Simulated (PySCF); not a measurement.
oxalic acid (C2H2O4), SMILES O=C(O)C(=O)O. The structure is a stationary point at PBE-D3(BJ)/def2-SVP. The values are those of a single conformer.

Q: Give the equilibrium geometry at PBE-D3(BJ)/def2-SVP (PySCF confirms it by a frequency run) as bond lengths and angles, and its point group. (The exact figures need the calculation; the answer reports its results.)

A: This is not unique; one that fits is point group C2h.
Atoms: O1 C2 O3 C4 O5 O6 H7 H8. Bonded distances (Å): O1–C2 1.345, O1–H7 0.982, C2–O3 1.211, C2–C4 1.544, C4–O5 1.345, C4–O6 1.211, O5–H8 0.982. Angles (°): C2–O1–H7 105.6, O1–C2–O3 125.4, O1–C2–C4 110.0, O3–C2–C4 124.7, C2–C4–O5 110.0, C2–C4–O6 124.7, O5–C4–O6 125.4, C4–O5–H8 105.6.
